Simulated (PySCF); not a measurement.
Run record: geometry optimisation, SiH3(NHEt) (`[H][Si]([H])([H])NCC`).

Computed with PBE0-D3(BJ)/def2-SVP geometry optimisation, gas phase (PySCF 2.14.0). Start geometry: GFN2-xTB. The command runs a driver script over a list of jobs; the input below is this job's line of settings and its coordinates in Å.

Command:
```bash
OMP_NUM_THREADS=1 python probes_run.py task.json out
```

Input:
```
{"job": {"xc": "PBE0", "basis": "def2-SVP", "d3": "d3bj", "grid": 1, "maxiter": 40, "shake": 0.03, "kind": "geom"}, "charge": 0, "multiplicity": 1}
Si     0.505920     1.421330     1.118190
H      0.068980     1.783340     2.483140
H      1.815290     1.145320     1.010440
H      0.298880     2.616140     0.175500
N     -0.667020     0.243300     0.614650
C     -0.733020    -0.276940    -0.691750
C      0.326150    -1.410350    -0.924260
H     -0.847330    -0.414560     1.325450
H     -1.737340    -0.664450    -0.801260
H     -0.553760     0.515400    -1.360670
H      1.278470    -1.033480    -0.747270
H      0.229970    -1.781350    -1.919970
H      0.045440    -2.195820    -0.260000
```

Output:
```
step   0  E = -425.38273211  max force = 0.082322
step   1  E = -425.40697479  max force = 0.010777
step   2  E = -425.40787801  max force = 0.002696
step   3  E = -425.40800047  max force = 0.001278
step   4  E = -425.40803575  max force = 0.001025
step   5  E = -425.40807247  max force = 0.000811
step   6  E = -425.40808432  max force = 0.000410
optimisation converged
```

Energies in Eh; «max force» is the largest Cartesian gradient component in Eh/bohr.

Q: How much energy does the optimisation release, in eV?

A: E(step 0) − E(last step) = 0.025352 Eh, which is 0.690 eV.

Q: Give the first gradient maximum in eV/Å.

A: With 1 Eh/bohr = 51.422 eV/Å, 4.233 eV/Å.

In short: final energy -425.40808 Eh after 6 steps; dipole 1.26 D.

Q: Give the final coordinates.

A: 0.094 Å rms from the input after alignment:
```
atom  x, y, z in Å
Si1    0.4448    1.5001    1.1373
H2     0.0874    1.8936    2.5335
H3     1.9108    1.1675    1.1280
H4     0.2632    2.6496    0.1972
N5    -0.6338    0.2308    0.6652
C6    -0.7088   -0.3109   -0.6753
C7     0.2776   -1.4342   -0.9675
H8    -0.9319   -0.4200    1.3839
H9    -1.7378   -0.6631   -0.8720
H10   -0.5449    0.5166   -1.3877
H11    1.3161   -1.0939   -0.8302
H12    0.1729   -1.8010   -2.0008
H13    0.1152   -2.2875   -0.2895
```

Q: Estimate the wall time. Hardware: AMD EPYC, one thread, shared host. And the peak memory of the process?

A: About 56 s, with 0.42 GiB resident at the peak, the Python interpreter and its libraries included.
Labels such as C1 count atoms from 1, the log's own numbers from 0.
